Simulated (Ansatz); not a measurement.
Program: Ansatz. Geometries: PBE0-D4/def2-TZVP. ΔE: electronic, gas phase. CBS: MP2 limit from def2 TZ/QZ plus the TZ coupled-cluster correction, frozen cores. Functionals use def2-TZVPP. HSE06 is defined as in plane-wave codes. For Mg, Zn outer-core shells are correlated without core-valence functions, which leaves a few kJ/mol of doubt a bond. Scalar relativity is left out up to krypton. Each species was taken in one conformer, which may not be the lowest.

`C[O][Mg][Cl]` + `[SiH3]O[CH2][ZnH]` → `[SiH3][O][Mg][Cl]` + `CO[CH2][ZnH]`  (redistribution)

`C[O][Mg][Cl]`:

```xyz
7

C    -0.742   -0.611    0.764
O     0.094    0.074   -0.091
Mg    1.148    0.945   -1.181
Cl    2.461    2.029   -2.537
H    -0.382   -1.633    0.948
H    -0.819   -0.112    1.740
H    -1.759   -0.692    0.358
```

`[SiH3]O[CH2][ZnH]`:

Cartesian coordinates in Å:
```
Si 0.733 -1.446 0.737
O -0.405 -0.465 0.072
C -0.044 0.861 -0.344
Zn -1.664 1.708 -1.067
H 0.063 -2.729 1.057
H 1.299 -0.837 1.974
H 1.857 -1.675 -0.215
H 0.756 0.816 -1.095
H 0.360 1.427 0.507
H -2.955 2.340 -1.626
```

`[SiH3][O][Mg][Cl]`:

```xyz
7

Si    1.242   -0.172    0.261
O    -0.324    0.045   -0.068
Mg   -2.051    0.283   -0.431
Cl   -4.156    0.574   -0.874
H     1.546   -1.611    0.504
H     2.098    0.290   -0.870
H     1.646    0.591    1.478
```

`CO[CH2][ZnH]`:

```xyz
10

C    -0.332    1.076    1.185
O     0.513    0.408    0.290
C    -0.180   -0.537   -0.506
Zn    1.138   -1.376   -1.695
H     0.274    1.781    1.757
H    -1.121    1.628    0.655
H    -0.814    0.373    1.880
H    -0.982   -0.041   -1.077
H    -0.679   -1.283    0.134
H     2.183   -2.028   -2.624
```

Question: Is it downhill or uphill in electronic energy at CCSD(T)/CBS, and by how much? (An estimate is asked.)

Answer: Computed: Downhill: ΔE = -55.6 kJ/mol.

Question: What do these levels give: B97M-V, HSE06-D4, BHLYP-D4, B2PLYP, r2SCAN, PBE0, r2SCANh, LC-ωPBE, CCSD(T)/def2-TZVPP, HF/def2-QZVPP, SCS-MP2/def2-QZVPP, HF/CBS(def2)? (An estimate is asked.)

Answer: Computed: B97M-V -56.6, HSE06-D4 -51.8, BHLYP-D4 -51.9, B2PLYP -52.8, r2SCAN -53.6, PBE0 -52.4, r2SCANh -53.9, LC-ωPBE -51.4, CCSD(T)/def2-TZVPP -55.8, HF/def2-QZVPP -55.2, SCS-MP2/def2-QZVPP -55.6, HF/CBS(def2) -55.2 kJ/mol.

Largest T1 diagnostic among the species: 0.014.

Leaving LDA and LC-ωPBE aside and taking each functional with its dispersion term where it has one, the values, not all of them listed here, spread over 9.2 kJ/mol, from B97M-V to BLYP-D4. At CCSD(T), def2-SVP lies +3.9 kJ/mol from the extrapolated value and def2-TZVPP −0.2 kJ/mol.
